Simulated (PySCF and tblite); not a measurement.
Values are calculated unless marked as measured or tabulated.
System: C7H15N, numbered as in [CH3:1][C@@H:2]1[CH2:3][N:4]1[C:5]([CH3:6])([CH3:7])[CH3:8].

Motion: pyramidal inversion at N4. GFN2-xTB gives an electronic barrier of 11.6 kcal/mol and a reaction energy of 3.3 kcal/mol.

PBE/pcSseg-1 + D3(BJ), IEF-PCM tetrahydrofuran on GFN2-xTB geometries gives 15.6 kcal/mol and k(298 K) = 102 s⁻¹.

(1) What does PBE0/cc-pVDZ + D3(BJ) give on GFN2-xTB geometries?

Programs: tblite and PySCF.

Results:

(1) A barrier of 15.2 kcal/mol, 0.4 below the first DFT barrier (from unrounded values), a reaction energy of 5.0 kcal/mol and, with GFN2-xTB thermal terms, ΔG‡(298 K) = 14.3 kcal/mol and k = 205 s⁻¹ (1 equivalent path).
